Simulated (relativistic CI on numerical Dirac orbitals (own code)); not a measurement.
A reference radial Dirac CI calculation of Fe XXIII gave the lowest total energy -811.92472 Ha in 7 SCF steps, from this input:

```
atom Fe  Z=26  charge=22  electrons=4
nucleus A=56  rms_radius_fm=3.7377
hamiltonian dirac-coulomb  breit=on  qed=on  c_scale=1
orbitals kli  potential=per-configuration
slater_scale 1
correlation none
mixing on
grid step=0.0125 r_max=4.9
scf mixing=0.4 start=green max_iterations=150 tolerance=2e-08 node_fill=0.05
configurations
  [He] 2s2
end
```

One setting was then changed, and the output read:

```
SCF 1: [He] 2s2
 iter      energy (Ha)   residual   last orbital (Ha)
    1      -811.685496   1.34e+00    -80.46357
    2      -812.215076   8.01e-01    -76.72017
    3      -812.510773   7.47e-03    -71.46178
    4      -812.510698   1.28e-03    -71.45225
    5      -812.510706   8.26e-06    -71.44356
    6      -812.510706   1.40e-06    -71.44362
    7      -812.510706   1.58e-08    -71.44361
orbital energies (Ha): 1s -311.0859  2s -71.4436
configuration averages (Ha): Dirac-Coulomb, Breit, QED
  2s2                           -812.510706    0.271407    0.000000
levels: no., configuration, term, J, E (cm-1), weight
   1 2s2                    1S   0                0.0  1.00
lowest total energy -812.239299 Ha
end: converged
```

Q: Which setting was changed?
A. grid step
B. charge
C. QED terms
D. SCF mixing

A: C. The QED terms off.
